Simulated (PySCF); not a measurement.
Magnetic susceptibility: SMILES C=C[C@@H]1CC=C[C@H]1C, C8H12

Molfile (atoms numbered from 1):
```
C8H12
     RDKit          3D

 20 20  0  0  0  0  0  0  0  0999 V2000
    2.2415    1.6184   -0.6465 C   0  0  0  0  0  0  0  0  0  0  0  0
    1.4393    0.6123   -0.9413 C   0  0  0  0  0  0  0  0  0  0  0  0
    0.5211   -0.0524    0.0290 C   0  0  2  0  0  0  0  0  0  0  0  0
    0.7361   -1.5791    0.1191 C   0  0  0  0  0  0  0  0  0  0  0  0
   -0.6531   -2.1300    0.2293 C   0  0  0  0  0  0  0  0  0  0  0  0
   -1.5705   -1.2182   -0.0373 C   0  0  0  0  0  0  0  0  0  0  0  0
   -0.9697    0.1199   -0.3640 C   0  0  1  0  0  0  0  0  0  0  0  0
   -1.6405    1.2788    0.3650 C   0  0  0  0  0  0  0  0  0  0  0  0
    2.8773    2.0795   -1.3834 H   0  0  0  0  0  0  0  0  0  0  0  0
    2.2958    2.0257    0.3503 H   0  0  0  0  0  0  0  0  0  0  0  0
    1.4040    0.2222   -1.9515 H   0  0  0  0  0  0  0  0  0  0  0  0
    0.6680    0.3848    1.0206 H   0  0  0  0  0  0  0  0  0  0  0  0
    1.2185   -1.9616   -0.7858 H   0  0  0  0  0  0  0  0  0  0  0  0
    1.3643   -1.8556    0.9671 H   0  0  0  0  0  0  0  0  0  0  0  0
   -0.8284   -3.1643    0.4727 H   0  0  0  0  0  0  0  0  0  0  0  0
   -2.6368   -1.3663   -0.0494 H   0  0  0  0  0  0  0  0  0  0  0  0
   -1.0527    0.2965   -1.4445 H   0  0  0  0  0  0  0  0  0  0  0  0
   -1.1234    2.2101    0.1438 H   0  0  0  0  0  0  0  0  0  0  0  0
   -1.6176    1.1135    1.4403 H   0  0  0  0  0  0  0  0  0  0  0  0
   -2.6783    1.3764    0.0536 H   0  0  0  0  0  0  0  0  0  0  0  0
  1  2  2  0
  2  3  1  0
  3  4  1  0
  4  5  1  0
  5  6  2  0
  6  7  1  0
  7  8  1  0
  7  3  1  0
  1  9  1  0
  1 10  1  0
  2 11  1  0
  3 12  1  1
  4 13  1  0
  4 14  1  0
  5 15  1  0
  6 16  1  0
  7 17  1  6
  8 18  1  0
  8 19  1  0
  8 20  1  0
M  END
```

Computed with PySCF, GIAO PBE0/pcSseg-1 magnetisability, rotational g tensor and spin-rotation constants, non-relativistic, gas phase. Geometry: GFN2-xTB.

Task: What are the magnetisability and the molar susceptibility?

Result: Isotropic -1278 × 10⁻³⁰ J/T², or -76.9 × 10⁻⁶ cm³/mol; principal values -1332, -1291, -1209 × 10⁻³⁰ J/T², anisotropy 108 × 10⁻³⁰ J/T² (root of half the summed squared differences of the principal values). The susceptibility is in cgs units.

Task: Split it along the inertial axes a, b, c into diamagnetic and paramagnetic parts about the centre of mass, with the quadrupole moment.

Result: 
| axis | χ (10⁻⁶ cm³/mol) | diamagnetic (10⁻⁶ cm³/mol) | paramagnetic (10⁻⁶ cm³/mol) | summed x² of all electrons (Å²) | quadrupole Θ (D Å) |
| --- | --- | --- | --- | --- | --- |
| a | -72.9 | -531.8 | 458.9 | 167.4 | +0.24 |
| b | -80.1 | -820.0 | 739.9 | 99.5 | -0.44 |
| c | -77.8 | -1132.2 | 1054.4 | 25.9 | +0.20 |

Anisotropies 2χaa − χbb − χcc = +12.0 and 2χbb − χaa − χcc = -9.5 × 10⁻⁶ cm³/mol. Θ is traceless in Buckingham's convention.

Task: And the rotational g tensor?

Result: 
```csv
axis,rotational constant (GHz),g,nuclear part,electronic part
a,3.0808,-0.0234,0.6407,-0.6641
b,1.7401,-0.0071,0.5978,-0.6049
c,1.2168,-0.0065,0.5963,-0.6028
```
Asymmetric top; isotopes 12C, 1H; no vibrational averaging.
